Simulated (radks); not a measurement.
Pr29+, configuration [Ar] 3d10 4s2. All-electron calculation, Dirac Kohn-Sham, LDA (Slater exchange, Perdew-Wang correlation), spin-unpolarised, spherical densities, finite nucleus; Fermi nuclear charge, rms radius 4.8919 fm. Program: a radial shooting solver on a logarithmic mesh with Libxc functionals. Some entries of the table are withheld. Estimate them.

orbital,occ.,eigenvalue (eV),r(max) (bohr),<1/r> (bohr^-1)
1s1/2,2,-42771.53,(1),64.63
2s1/2,2,-7726.357,0.08740,15.30
2p1/2,2,(2),0.06643,15.28
2p3/2,4,(3),0.07177,13.79
3s1/2,2,-2402.729,0.2474,5.619
3p1/2,2,-2250.631,0.2337,5.542
3p3/2,4,-2151.105,0.2450,5.169
3d3/2,4,(4),0.1951,5.046
3d5/2,6,(5),0.1982,4.952
4s1/2,2,-1113.260,0.5383,2.671

Answer. 
(1) 1s1/2 r(max) (bohr): 0.01543
(2) 2p1/2 eigenvalue (eV): -7366.970
(3) 2p3/2 eigenvalue (eV): -6883.190
(4) 3d3/2 eigenvalue (eV): -1888.410
(5) 3d5/2 eigenvalue (eV): -1866.513
